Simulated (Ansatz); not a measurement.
Steps of a relaxation of C2H8SSi, SMILES `C[SiH2]CS` with RKS PBE0-D4/def2-TZVP.

```sh
$ ansatz run in.yaml --threads 4 --pin off --events-out ev --progress --plain --max-ram 10444MiB
```

```yaml
crystal:
  periodic: [false, false, false]
  atoms:
    - {symbol: C, position_ang: [-1.151212, 1.269314, -0.111248]}
    - {symbol: Si, position_ang: [-0.066579, 0.080863, 0.871155]}
    - {symbol: C, position_ang: [1.314691, -0.628397, -0.230260]}
    - {symbol: S, position_ang: [0.639131, -1.542174, -1.678272]}
    - {symbol: H, position_ang: [-1.516297, 0.765264, -1.028870]}
    - {symbol: H, position_ang: [-2.024882, 1.604927, 0.483105]}
    - {symbol: H, position_ang: [-0.574564, 2.166905, -0.415420]}
    - {symbol: H, position_ang: [-0.879618, -1.085261, 1.377212]}
    - {symbol: H, position_ang: [0.547516, 0.771715, 2.065628]}
    - {symbol: H, position_ang: [1.902150, 0.205622, -0.668630]}
    - {symbol: H, position_ang: [2.029703, -1.261272, 0.335631]}
    - {symbol: H, position_ang: [-0.143137, -2.402607, -0.966032]}
basis:
  gaussian: {orbitals: def2-TZVP}
hamiltonian: {xc: pbe0, dispersion: d4}
relax: {f_tol: 0.005, max_steps: 150}
```

Positions (Å) and forces (eV/Å) along the path, 7 of 7 steps:

```xyz
12
step=1 energy=-20909.5824 eV
C    -1.151    1.269   -0.111   -0.078    0.109   -0.109
Si   -0.067    0.081    0.871   -0.017   -0.059   -0.092
C     1.315   -0.628   -0.230    0.247    0.072   -0.052
S     0.639   -1.542   -1.678   -0.094   -0.096    0.728
H    -1.516    0.765   -1.029    0.156    0.261    0.451
H    -2.025    1.605    0.483    0.430   -0.170   -0.289
H    -0.575    2.167   -0.415   -0.282   -0.430    0.148
H    -0.880   -1.085    1.377    0.164    0.246   -0.105
H     0.548    0.772    2.066   -0.114   -0.145   -0.265
H     1.902    0.206   -0.669   -0.290   -0.401    0.192
H     2.030   -1.261    0.336   -0.397    0.293   -0.322
H    -0.143   -2.403   -0.966    0.277    0.321   -0.284
12
step=2 energy=-20909.6283 eV
C    -1.146    1.263   -0.111    0.005   -0.010   -0.017
Si   -0.071    0.073    0.858    0.046    0.041   -0.092
C     1.314   -0.619   -0.227   -0.019   -0.055   -0.075
S     0.646   -1.543   -1.655   -0.020   -0.024    0.274
H    -1.521    0.773   -1.017    0.041    0.078    0.130
H    -2.002    1.598    0.486    0.117   -0.048   -0.075
H    -0.573    2.149   -0.412   -0.075   -0.124    0.045
H    -0.878   -1.081    1.358    0.047    0.053   -0.035
H     0.542    0.757    2.039   -0.042   -0.033   -0.043
H     1.892    0.205   -0.666   -0.100   -0.115    0.067
H     2.018   -1.246    0.333   -0.109    0.104   -0.076
H    -0.145   -2.383   -0.952    0.110    0.133   -0.102
12
step=3 energy=-20909.6346 eV
C    -1.140    1.260   -0.110    0.015   -0.015    0.011
Si   -0.068    0.074    0.851   -0.017   -0.013   -0.018
C     1.308   -0.620   -0.228   -0.022   -0.022   -0.061
S     0.656   -1.554   -1.645    0.014    0.021    0.065
H    -1.523    0.777   -1.011   -0.008   -0.004   -0.012
H    -1.988    1.594    0.490   -0.011    0.008    0.011
H    -0.569    2.141   -0.410    0.007    0.020   -0.009
H    -0.871   -1.081    1.341   -0.015   -0.014    0.010
H     0.532    0.752    2.036    0.009    0.001    0.001
H     1.876    0.203   -0.669    0.023    0.025   -0.007
H     2.013   -1.232    0.336    0.018   -0.003    0.018
H    -0.150   -2.369   -0.945   -0.013   -0.003   -0.009
12
step=4 energy=-20909.6351 eV
C    -1.140    1.259   -0.111    0.003   -0.007    0.000
Si   -0.070    0.069    0.847    0.010    0.012    0.009
C     1.312   -0.618   -0.229   -0.013   -0.019   -0.018
S     0.663   -1.560   -1.638    0.009    0.001   -0.006
H    -1.529    0.778   -1.010   -0.007    0.000   -0.008
H    -1.985    1.597    0.494   -0.006    0.003    0.006
H    -0.567    2.139   -0.413    0.004    0.006   -0.003
H    -0.874   -1.086    1.337   -0.001   -0.006   -0.005
H     0.532    0.746    2.032    0.000    0.001    0.008
H     1.877    0.206   -0.672   -0.001    0.009    0.000
H     2.020   -1.225    0.339    0.010    0.000    0.012
H    -0.162   -2.359   -0.942   -0.007    0.000    0.006
12
step=5 energy=-20909.6352 eV
C    -1.141    1.257   -0.111    0.001    0.001    0.000
Si   -0.070    0.066    0.845   -0.002   -0.006   -0.006
C     1.315   -0.620   -0.228    0.011    0.006   -0.009
S     0.680   -1.573   -1.636   -0.019    0.000    0.016
H    -1.544    0.778   -1.005    0.003   -0.004    0.002
H    -1.977    1.605    0.501    0.001    0.000    0.000
H    -0.564    2.131   -0.423   -0.001   -0.001    0.000
H    -0.874   -1.091    1.331    0.000    0.001   -0.004
H     0.528    0.742    2.034    0.001   -0.003   -0.005
H     1.873    0.209   -0.674    0.003    0.004    0.005
H     2.028   -1.216    0.345   -0.004    0.001    0.006
H    -0.178   -2.343   -0.946    0.006    0.002   -0.005
12
step=6 energy=-20909.6353 eV
C    -1.139    1.256   -0.112   -0.005    0.003    0.004
Si   -0.069    0.065    0.845   -0.001    0.007   -0.008
C     1.317   -0.617   -0.229   -0.003   -0.004   -0.002
S     0.671   -1.569   -1.632   -0.009   -0.012    0.006
H    -1.540    0.775   -1.006    0.001   -0.001    0.001
H    -1.976    1.604    0.499    0.002   -0.001   -0.003
H    -0.562    2.130   -0.424    0.000    0.001    0.000
H    -0.872   -1.096    1.323   -0.005   -0.003    0.007
H     0.525    0.738    2.037    0.001   -0.001    0.003
H     1.874    0.211   -0.675    0.003    0.001    0.001
H     2.029   -1.214    0.344    0.004   -0.001    0.000
H    -0.181   -2.340   -0.936    0.012    0.010   -0.008
12
step=7 energy=-20909.6354 eV
C    -1.140    1.257   -0.111    0.000    0.001    0.001
Si   -0.069    0.066    0.845    0.001    0.000    0.000
C     1.316   -0.618   -0.229   -0.001    0.000    0.000
S     0.672   -1.569   -1.633    0.000   -0.001   -0.001
H    -1.540    0.776   -1.006    0.000    0.000    0.000
H    -1.977    1.604    0.499    0.000    0.000    0.000
H    -0.563    2.132   -0.422   -0.001    0.000    0.000
H    -0.874   -1.094    1.325    0.000    0.000    0.001
H     0.526    0.739    2.036    0.000   -0.001    0.000
H     1.874    0.210   -0.675    0.000    0.000    0.001
H     2.028   -1.215    0.344    0.000    0.000    0.000
H    -0.177   -2.344   -0.938    0.001    0.000    0.000
```

Hardware: 4 threads of an Arm Neoverse V2 on a shared host. Wall time 19 s, peak host memory 0.46 GiB.
